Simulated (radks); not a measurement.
Question: Method: scalar-relativistic Kohn-Sham, PBE, spin-unpolarised, spherical densities, point nucleus; computed with a radial shooting solver on a logarithmic mesh with Libxc functionals. Each species is in its NIST ground configuration. Rank Nd, Gd, Sm, Pm, Ho, Yb, Er, Pr, Ce, Dy, La, Tb, Lu, Eu, Tm by Delta-SCF ionisation energy (eV), largest first.

Answer: Gd 6.645, Yb 6.532, Tm 6.457, Er 6.383, Ho 6.309, Ce 6.238, Dy 6.236, Tb 6.164, La 6.034, Eu 6.019, Sm 5.947, Pm 5.873, Nd 5.799, Pr 5.721, Lu 5.256.
